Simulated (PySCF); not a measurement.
Compound: C6H6ClF (charge +1 and doublet state).
Geometry (GFN2-xTB, Å), atoms numbered from 1 in this order:
```xyz
14
C6H6ClF angstrom
C      2.558   -0.077   -0.245
C      1.441   -0.483   -0.009
C      0.096   -0.869    0.268
C     -0.845   -0.516   -0.910
C     -1.004    0.855   -0.242
Cl     0.261    1.966   -0.768
C     -0.619    0.224    1.123
F      0.141    0.962    1.940
H      3.550    0.224   -0.443
H      0.036   -1.882    0.672
H     -0.406   -0.528   -1.904
H     -1.766   -1.094   -0.901
H     -1.968    1.366   -0.292
H     -1.477   -0.149    1.689
```

The species is `[H]/[C+]=[C]/[C@@H]1C[C@H](Cl)[C@@H]1F` [radical] (charge +1).

Computed, not measured: UKS B3LYP, pcH-1 on C Cl F H, non-relativistic, mean-field spin-orbit, GIAO in PySCF. One conformer (not necessarily the lowest) at the GFN2-xTB geometry, without solvent, vibrations or thermal averaging. Couplings are sensitive to structure, and on GFN2-xTB geometries they can be far from those on DFT ones, by a factor of two or more for some ions and for spin on atoms past the first row. No stability test was run, so a lower SCF solution isn't excluded.

Task: Give the principal g shifts and their parts.

Result: 
```json
{"Δg (ppt)": "relativistic mass correction", "1": "-0.22", "2": "-0.22", "3": "-0.22"}
{"Δg (ppt)": "gauge correction", "1": "0.00", "2": "0.03", "3": "0.04"}
{"Δg (ppt)": "orbital Zeeman/spin–orbit", "1": "0.68", "2": "9.99", "3": "29.98"}
{"Δg (ppt)": "total", "1": "0.46", "2": "9.80", "3": "29.80"}
```

So g = 2.00278, 2.01212, 2.03212 and g_iso = 2.01567; the tensor is rhombic: the two nearest values differ by 32 % of g3 − g1. Axes: g3 points within 2° of the C5–Cl6 bond.

Task: What effective moment and Curie constant follow for a powder?

Result: With the mean of g² = 4.0631 and S(S+1) = 0.75: μ_eff = √(⟨g²⟩S(S+1)) = 1.746 μB and χT = 0.12505·⟨g²⟩·S(S+1) = 0.381 cm³ K/mol (cgs; spin-Hamiltonian part alone).

Task: Average each term over the three axes. Which is largest in size?

Result: The orbital-Zeeman/spin–orbit term 13.55, the mass correction -0.22 and the gauge correction 0.02 ppt, for a total of 13.35 ppt. The orbital-Zeeman/spin–orbit term is the largest in size. The mass correction is the same along every axis, so the anisotropy comes from the other two: their spans along these axes are 0.04 (gauge) and 29.30 ppt (orbital Zeeman/spin–orbit).

Task: At 9.334 GHz, how far is the centre of the isotropic spectrum from where a free electron (g = 2.002319) resonates?

Result: B = hν/(g μB) with μB/h = 13.99624 MHz/mT gives 333.06 mT for the free electron and 330.85 mT at g_iso, 2.21 mT lower.

Task: In a frozen sample, at which fields do the three g values resonate at 9.5, 34, 94 and 263 GHz (hyperfine left aside), and which band first spreads them over more than twice a line width of 0.5 mT?

Result: 
| band | GHz | B(g3) mT | B(g2) mT | B(g1) mT | spread mT |
| --- | --- | --- | --- | --- | --- |
| X | 9.5 | 334.01 | 337.33 | 338.91 | 4.89 |
| Q | 34.0 | 1195.41 | 1207.29 | 1212.92 | 17.51 |
| W | 94.0 | 3304.97 | 3337.81 | 3353.38 | 48.42 |
| J | 263.0 | 9246.87 | 9338.78 | 9382.33 | 135.46 |

The spread grows in proportion to the frequency. X band is the first where it exceeds 1.0 mT.

Largest spin populations (Mulliken): C1 (+0.38), Cl6 (+0.30) and C2 (+0.15).

The HOMO–LUMO gaps are 7.67 eV among the α and 2.29 eV among the β orbitals.

The run took 85 s of wall time (grids of density and orbitals included) on an Arm Neoverse V1 with one thread, on a shared host, and the process peaked at 1.1 GiB of memory.

The SMILES draws the unpaired electron on C2; the largest computed Mulliken spin population is on C1 (0.38 against 0.15).
